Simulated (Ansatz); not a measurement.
Calculated with Ansatz (gas phase, PBE0-D4/def2-TZVP geometries, no zero-point term in ΔE). CCSD(T)/CBS is the MP2 limit (def2-TZVPP, def2-QZVPP) plus CCSD(T) − MP2 in def2-TZVPP, frozen cores. Functionals use def2-TZVPP. B3LYP here is the variant with VWN-RPA as its local correlation; programs differ in this. def2 core potentials past Kr. For Te outer-core shells are correlated without core-valence functions, which leaves a few kJ/mol of doubt a bond. One conformer a species, not always the lowest.

Reaction (ligand exchange at the Si–Te bond): `CC[Te][SiH3]` + `[SiH3]C#CS` → `[SiH3]C#CS[SiH3]` + `CC[TeH]`

| level | ΔE (kJ/mol) |
| --- | --- |
| PBE-D4 | 0.6 |
| B3LYP-D4 | -2.8 |
| B2PLYP | -3.1 |
| PBE | 0.9 |
| HF/def2-TZVPP | -4.3 |
| HF/def2-QZVPP | -4.4 |
| HF/CBS(def2) | -4.4 |
| CCSD/CBS(def2) | -0.2 |

Q: What does CCSD(T)/CBS give? (Estimate.)

A: Ansatz gave: -0.3 kJ/mol. The listed levels differ from it by 0.9, -2.5, -2.8, 1.2, -4.0, -4.1, -4.1, 0.1 kJ/mol.

Largest T1 diagnostic among the species: 0.013.
